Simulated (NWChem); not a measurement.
System: TiH2Br2; SMILES [Br][TiH2][Br]

Computed with NWChem. Pople sets run with spherical d functions. Structure relaxed at the PBE0/def2-SVP level. Level B3LYP/6-31G*: energy and gradient on several grids; changes count from the extra-fine grid, which is no exact limit either.

| grid | size of the energy change (μHa) | largest change of a gradient component (μHa/bohr) |
|---|---|---|
| xcoarse | 1000 | 6000 |
| coarse | 50 | 300 |
| medium | < 10 | 70 |
| fine | < 10 | < 30 |
| xfine | < 10 | < 30 |
